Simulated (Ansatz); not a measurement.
A structure relaxed at PBE-D4/def2-SVPD in Ansatz, charge -1, doublet:

Cartesian coordinates in Å:
```
Si -1.0284 -0.4020 -0.7063
Si -0.3100 2.0536 1.8170
Si 1.1741 -0.5635 -0.1480
S 2.6314 -1.7801 -0.8107
S -2.1474 -1.4262 -2.0260
S -1.8554 1.1856 0.5047
S 1.5356 0.9325 1.3693
```

(1) Give its formula and point group.

(2) Summarise the bond lengths by kind (pairs closer than 1.2 times the sum of covalent radii, bridged metal pairs left out).

Results:

(1) the cluster Si₃S₄⁻. Point group Cs (tolerance 0.1 Å).

(2) 6 × S–Si 2.01 to 2.21 Å; 1 × Si–Si 2.28 Å.

Another isomer (doublet) lies 0.64 eV lower at PBE0-D4/def2-TZVPD; other spin states weren't run for this one.
